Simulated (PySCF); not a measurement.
# V¹²⁺: ionisation energy

V¹²⁺ [Ne] 3s1 (2S) → V¹³⁺ [Ne] (1S), as a difference of total energies. All numbers are calculated (PySCF 2.14, scalar relativity by spin-free X2C-1e, in an even-tempered Gaussian basis (19 s from 0.69 bohr⁻², ratio 2.5; 11 p from 0.9 bohr⁻², ratio 2.5; 5 d from 3.8 bohr⁻², ratio 2.7; 4 f from 5.8 bohr⁻², ratio 2.7)). Correlated levels: outer shells: 1s2 frozen; virtual orbitals above 40 to 60 times the deepest correlated orbital energy dropped. The calculations carry no spin-orbit coupling.

```tsv
method	ionisation energy (eV)
UHF	335.71
LDA	337.30
PBE0	337.37
r2SCANh	336.02
PW91	337.95
MP2 (outer shells)	336.28
SCS-MP2 (outer shells)	336.17
```

**Question.** Estimate what PBE gives.

**Answer.** 337.80 eV, closest to PW91 among the rows shown.

**Question.** Estimate what r2SCAN gives.

**Answer.** 335.97 eV, closest to r2SCANh among the rows shown.

For comparison: 336.27 eV (semi-empirical (NIST evaluation); NIST Atomic Spectra Database, ionization energies).
